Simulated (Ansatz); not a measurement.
def2 core potentials replace the inner electrons of Sn.

Species: C4H12O3Sn, SMILES `CCC[CH2][Sn]([OH])([OH])[OH]` (charge 0, multiplicity 1).

Question: Give a relaxed geometry from PBE0-D3(BJ)/def2-SVP (Ansatz, a quantum-chemistry and plane-wave program).

Answer: This is not unique; one that fits is the end point of this relaxation, one of several conformers (outside a Z-matrix the atoms follow the SMILES, hydrogens last).
Cartesian coordinates (Å) in one orientation:
```xyz
20

C     -3.273    -0.220     0.471
C     -2.045    -0.857    -0.158
C     -0.759    -0.089     0.126
C      0.468    -0.734    -0.507
Sn     2.236     0.403    -0.166
O      1.864     2.352    -0.234
O      3.680     0.080    -1.486
O      3.038     0.082     1.619
H     -4.185    -0.792     0.248
H     -3.424     0.807     0.099
H     -3.175    -0.161     1.567
H     -1.933    -1.894     0.204
H     -2.182    -0.935    -1.251
H     -0.864     0.949    -0.234
H     -0.619    -0.012     1.219
H      0.656    -1.743    -0.107
H      0.364    -0.828    -1.600
H      2.466     2.785    -0.851
H      4.509    -0.114    -1.032
H      3.177     0.921     2.075
```
